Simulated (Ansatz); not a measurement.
## Relative stability

The two ends of one reaction step of GaH5O, singlet (PBE0-D4/def2-TZVP).

A:

```xyz
7
angstrom
Ga -0.6256 0.5687 -0.0751
H 0.8675 -1.3596 -1.3176
H 0.1991 1.5465 -0.9775
H -1.9500 -0.1739 -0.4148
H 0.7965 -1.6352 -0.6242
O -0.0465 0.2899 1.5967
H 0.7590 0.7635 1.8125
```

B:

Ga1  (-0.504, 0.161, -0.814)
H2  (0.309, -0.988, -1.534)
H3  (0.077, 1.629, -0.871)
H4  (-2.029, -0.052, -0.507)
H5  (0.976, -0.986, 1.087)
O6  (0.341, -0.268, 1.169)
H7  (0.831, 0.503, 1.471)
(Å)

Computed with Ansatz 0.2.0 (basis: def2-TZVPP); correlated methods freeze the cores. Filled d shells of the heavier atoms are correlated. The def2 sets are not built for correlating such inner shells, so the correlated values are less sure here. B3LYP uses VWN-RPA correlation.

Q: Which structure is lower at CCSD(T), and by how much? (An estimate is asked for; the value comes from the calculation.)

A: Computed: B, by 5.5 kJ/mol (electronic energy, against the other). By their contacts, A is a complex of GaH₃O ([OH][GaH2]) + H₂ and B is GaH₅O ([OH2][GaH3]).

Q: Do the other methods give the same order? (Judge from chemistry; the calculation decides.)

A: Computed: Not all: BLYP-D4, B2PLYP, MP2 give the other order.

```tsv
method	E(B) − E(A) (kJ/mol)
SPW92	-21.9
PBE-D4	-2.5
BLYP-D4	8.0
r2SCAN-D4	-5.0
B97M-V	-15.7
PBE0-D4	-11.2
B3LYP-D4	-0.9
r2SCAN0-D4	-11.6
BHLYP-D4	-9.6
CAM-B3LYP-D4	-6.8
wB97X-V	-6.5
wB97M-V	-8.7
B2PLYP	0.0
PBE-QIDH	-10.4
RPA on PBE	-2.6
HF	-11.4
MP2	1.0
CCSD	-7.9
CCSD(T)	-5.5
```

The T1 diagnostic stays at or below 0.015.

Labels in which every atom is bracketed show which atoms are joined, not bond orders.

For scale, one of the runs: CCSD(T)/def2-TZVPP, 149 basis functions, launched by `ansatz run in.yaml --threads 2 --pin off --events-out ev --progress --plain --max-ram 4352MiB`. The run took 24 s on 2 CPU threads of an Arm Neoverse V1 (shared host), with 0.95 GiB of host memory at its peak.
